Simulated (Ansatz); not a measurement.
```yaml
crystal:
  periodic: [false, false, false]
  atoms:
    - {symbol: Ti, position_ang: [0.029754, 1.335899, 0.153190]}
    - {symbol: Ti, position_ang: [-0.183781, -0.344275, -1.287122]}
    - {symbol: Al, position_ang: [0.154027, -0.991625, 1.133932]}
basis:
  gaussian: {orbitals: def2-TZVPD, initial_orbitals: start.molden}
total_charge: -1
hamiltonian: {xc: pbe}
correlation: {method: rpa}
scf: {omitted_lower_state_checks: [starts]}
```

The file start.molden holds the orbitals of an earlier run on this structure, at another level or in another basis.

```sh
$ ansatz run in.yaml --threads 4 --pin off --events-out ev --progress --plain --max-ram 3916MiB
```

It prints (some lines left out):

```
Functional definition: PBE
1122 factors; integrals over basis functions are off by at most 7.7e-4 eV
mean field evaluation 1: about -52808.0489 eV, gradient 1.0e1 eV
mean field evaluation 2: about -52808.2318 eV, gradient 5.6e-1 eV
mean field evaluation 4: about -52808.2377 eV, gradient 5.6e-2 eV
mean field evaluation 8: about -52808.2377 eV, gradient 2.2e-6 eV
mean field evaluation 16: about -52808.2503 eV, gradient 1.7e0 eV
mean field evaluation 32: about -52808.2880 eV, gradient 8.3e-7 eV
mean field -52808.28804070 eV, -1940.6687907525 hartree, gradient 8.3e-7 eV, S^2 0.000000; 1 other end points of the search recorded, 0 dependent functions left out; unrestricted orbitals would lower it
mean field evaluation 64: about -52752.6253 eV, gradient 6.8e-2 eV
15 core orbitals not correlated: weight in the atoms' cores, before any rotation towards them, 1.000 or more for the frozen orbitals, at most 0.000 for the correlated occupied ones
reference -52743.83835070 eV, -1938.3003083307 hartree; 14, 14 occupied and 110, 110 virtual orbitals, 1122 factors
Error: the energy between an occupied orbital and the lowest state that it is excited into in its spin channel is -0.1563 eV and must be positive: a state without a gap has no random-phase energy
```

(1) Can the result of this run be used?

## Answers

(1) No. The run stopped with an error. The reference has no gap: an occupied orbital lies above an empty one, and the correlation energy can't be formed.
